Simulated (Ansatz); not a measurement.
A made-up structure of CH4SiTe, closed shell:

Si1  (0.241, 0.279, 0.485)
C2  (-1.031, 0.496, -0.626)
Te3  (0.937, -1.636, 0.942)
H4  (-1.431, -0.315, -1.179)
H5  (-1.508, 1.431, -0.775)
H6  (0.787, 1.347, 1.246)
H7  (2.481, -1.403, 0.363)
(Å)

It is relaxed with PBE-D4/def2-SVP and then PBE0-D4/def2-TZVP (Ansatz 0.2.0). Atoms count as bonded within 1.22 times the sum of their covalent radii (H–H: 0.88 Å). The end point is not checked to be a true minimum.

Does its bonding change? (A judgement: the text doesn't fix the answer.)

The calculation gives: No: no bond forms or breaks.

Where it ends: The first stage lowers the energy by 1.66 eV in 15 steps. It ends as CH₄SiTe ([CH2][SiH][TeH]):
```xyz
7
angstrom
Si 0.2258 0.2591 0.2682
C -1.1911 0.5614 -0.6178
Te 1.1919 -1.9853 0.5674
H -1.7333 -0.2056 -1.1564
H -1.6040 1.5629 -0.6667
H 0.9688 1.3207 0.9817
H 2.6176 -1.3136 1.0799
```

Labels in which every atom is bracketed show which atoms are joined, not bond orders.

For scale, one of the runs: PBE0-D4/def2-TZVP relaxation, 142 basis functions, launched by `ansatz run in.yaml --threads 2 --pin off --events-out ev --progress --plain --max-ram 4352MiB`. Hardware: 2 CPU threads of an Intel Xeon 6975P-C, shared host. Wall time about 24 s.
